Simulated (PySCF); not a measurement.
Computed structure and properties of TbO(OH)

System: TbO(OH) (singlet in the valence; each metal's 4f electrons, 8 of them, lie in its core potential, out of spins and levels); start: template (C1). Method: PySCF 2.14.0, RKS PBE0, Tb lcecp-1-SVP with ECP54, O def2-SVP, H def2-SVP; non-relativistic Hamiltonian with scalar-relativistic core potentials where named; density fitting; no spin-orbit coupling.

Input of the relaxation:

```python
mol = gto.M(atom='''
Tb     0.04162    -0.00048    -0.14062
O      1.70322    -0.00048     0.60298
O     -1.93438    -0.00048     0.74368
H     -2.89388     0.09012     0.80278''',
    basis={'Tb': 'lcecp-1-SVP', 'O': 'def2-SVP', 'H': 'def2-SVP'},
    ecp={'Tb': 'lcecp-1-SVP'},
    charge=0, spin=0)
mf = dft.RKS(mol, xc='PBE0')
mf.grids.atom_grid = (50, 194)  # f atoms: unpruned, at least (60, 302)
mf = mf.density_fit()  # fitting sets: Tb AutoAux, O def2-universal-JKFIT, H def2-universal-JKFIT
mf.conv_tol = 1e-08; mf.max_cycle = 55
mf.kernel(dm0)  # dm0: converged density of the start geometry
# quasi-Newton relaxation in Cartesian coordinates to a largest gradient under 0.00045 Eh/bohr, steps kept in the point group
```

Run from Python with OMP_NUM_THREADS=2; the lines above give its settings. Where DIIS fails, smearing, a level shift and second-order steps follow.
It took 33 s on 2 threads of Arm Neoverse V1, on a shared host, from the converged density of the start.

Course of the relaxation:

```tsv
step	energy above end (eV)	largest force component within the symmetry (eV/Å)
0	0.3837	1.651
1	0.2884	0.481
2	0.2003	1.304
3	0.1827	1.309
4	0.1406	0.674
5	0.1021	1.060
6	0.0840	1.007
7	0.0680	0.562
12	0.0026	0.117
13	0.0019	0.226
14	0.0011	0.097
15	0.0004	0.058
16	0.0001	0.024
17	0.0000	0.015
```
(The steps between are left out.)

Relaxed geometry (Cs):

```xyz
4

Tb   -0.0117   -0.0404   -0.4274
O     1.2426    0.0283    0.9180
O    -1.9351    0.0246    0.3345
H    -2.3792    0.0762    1.1838
```

| contact | Å |
| --- | --- |
| Tb1–O2 (O) | 1.841 |
| Tb1–O3 (OH) | 2.070 |

On the finer grid (75, 302):

The HOMO is -6.29 eV. The LUMO is -2.05 eV. The dipole about the centre of mass is 6.16 D. The set of Mulliken populations of Tb1 outside the core potential is s 2.15, p 6.25, d 1.72, f 0.09 and the D3(BJ) dispersion energy (not in the energies) is -0.042 eV.

| atom | Mulliken (e) | Löwdin (e) | spin (e) |
| --- | --- | --- | --- |
| Tb1 | 0.80 | 0.62 | 0.00 |
| O2 | -0.47 | -0.40 | 0.00 |
| O3 | -0.53 | -0.30 | 0.00 |
| H4 | 0.19 | 0.08 | 0.00 |

The 4f levels lie in the core potential and are missing. Their spin isn't counted.

On the grid (50, 194), as all that follows. Harmonic modes: a minimum; lowest 153 cm⁻¹ (negative: unstable), highest 3962 cm⁻¹, zero-point energy 0.399 eV.

Rigid scan of O along the line from its metal:

(distance to O2 (Å), energy (eV)): (1.54, 2.533), (1.64, 0.964), (1.74, 0.207), (1.84, 0.000), (1.94, 0.155), (2.04, 0.540), (2.14, 1.063), (2.29, 1.972)

Taking off one OH (charge -1, singlet; the rest: singlet) in vacuum, both parts rigid, costs 11.06 eV; the small basis without counterpoise inflates it. Most of it is the attraction of opposite charges; other ways to part are cheaper, and one spin state was tried for the rest.

Rigid scan of OH along the line from its metal:

```tsv
distance to O3 (Å)	energy (eV)
1.77	1.330
1.87	0.506
1.97	0.108
2.07	0.000
2.17	0.083
2.27	0.289
2.47	0.895
2.77	1.934
3.17	3.157
3.67	4.226
```

One start shape was tried, so this needn't be the lowest isomer.

An lcecp potential fixes the number of 4f electrons, so in runs with it no electron can move into or out of that shell.
